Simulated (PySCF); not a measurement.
Compound: C4H6ClF3Si.
SMILES with atom numbers: `[F:1][C:2]([F:3])([F:4])[C@@H:5]1[CH2:6][CH2:7][Si@@H:8]1[Cl:9]`

Structure used (GFN2-xTB), in Å, numbered top down from 1:
```
atom  x, y, z in Å
F1     2.307   -0.322   -1.439
C2     1.525    0.481   -0.688
F3     2.357    1.369   -0.111
F4     0.778    1.178   -1.562
C5     0.710   -0.272    0.317
C6    -0.372   -1.144   -0.357
C7    -1.630   -0.311   -0.029
Si8   -0.652    0.772    1.206
Cl9   -0.644    2.755    0.974
H10    1.417   -0.831    0.929
H11   -0.412   -2.128    0.105
H12   -0.205   -1.274   -1.425
H13   -2.462   -0.903    0.343
H14   -1.986    0.235   -0.901
H15   -0.736    0.404    2.615
```

NICS is the negative of the GIAO shielding at a point without a nucleus: at the ring centre (0) and 1 Å above and below it (1); zz is the component along the ring normal. Level: GIAO PBE0/pcSseg-1 (PySCF, non-relativistic, gas phase) on the GFN2-xTB geometry, one conformer.

Ring bond lengths (Å), with Mayer bond orders in brackets: C5–C6 1.544 (0.96), C6–C7 1.544 (0.99), C7–Si8 1.912 (0.94), Si8–C5 1.932 (0.82).

Question: Give the NICS values of each ring in ppm.

Answer: 
| ring | type | NICS(0) | NICS(1), two faces | NICS(1)zz, two faces | rms pucker (Å) | centre to ring atoms, mean (Å) |
| --- | --- | --- | --- | --- | --- | --- |
| C5–C6–C7–Si8 | 4-membered ring with Si; formal bonds all single | -0.1 | -1.7 / -0.1 | 0.8 / 4.7 | 0.07 | 1.22 |

Question: What do they say, and how far can they be read as aromaticity?

Answer: 
- C5–C6–C7–Si8: mean NICS(1)zz 2.8 ppm, near zero. C5, C6, C7, Si8 have four or more neighbours, so the value isn't read as a sign of a π ring current. The two faces differ by 3.9 ppm, so no symmetry operation interchanges them.

Question: At the second NICS(1) probe listed for ring C5–C6–C7–Si8, 1 Å off the ring, how large is the induced field along the normal in 11.7 T applied along it?

Answer: NICSzz × B0 = 4.7 ppm × 11.7 T = 55 μT, along the applied field.

Question: List the ring angles and the Hirshfeld charges of the ring atoms.

Answer: 
- C5–C6–C7–Si8: C5 90.7° (-0.146 e), C6 100.0° (-0.071 e), C7 91.5° (-0.164 e), Si8 76.0° (+0.367 e); sum 358.1° against 360° for a flat convex ring.
